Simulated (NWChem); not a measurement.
Species: SnICl, singlet; SMILES [Cl][Sn][I]

Low-valent species are run as closed-shell singlets; no triplet was tried in these runs. def2 effective core potentials on Sn, I; no spin-orbit coupling.

Question: Give the equilibrium geometry at PBE0/def2-SVP with def2 effective core potentials on Sn, I (NWChem) as a Z-matrix, with the point group.

Answer: point group Cs; any orientation.
```
Sn
Cl 1 2.3897
I 1 2.7446 2 100.06
```
